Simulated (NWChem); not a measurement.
# ScH$_{2}$O$_{2}$Br; SMILES [OH][Sc]([OH])[Br]

```xyz
6

Sc     0.0000     0.0000     0.9345
Br     0.0000     0.0000    -1.5541
O      0.0000    -1.5784     1.8621
H      0.0000    -2.3043     2.4871
O      0.0000     1.5784     1.8621
H      0.0000     2.3043     2.4871
```
Atoms are numbered in this order, from 1.

Program: NWChem. Pople sets run with spherical d functions. The geometry was optimised at PBE0/def2-SVP. Total energies compare along this basis series because the functional is fixed.

```tsv
level	basis functions	energy (Ha)	highest occupied level (eV)	orbital gap (eV)	dipole (D)
PBE/STO-3G	48	-3447.9924	-3.66	4.12	3.04
PBE/3-21G	71	-3469.0004	-5.80	3.47	5.48
PBE/6-31G*	98	-3485.5860	-6.28	3.61	4.83
```
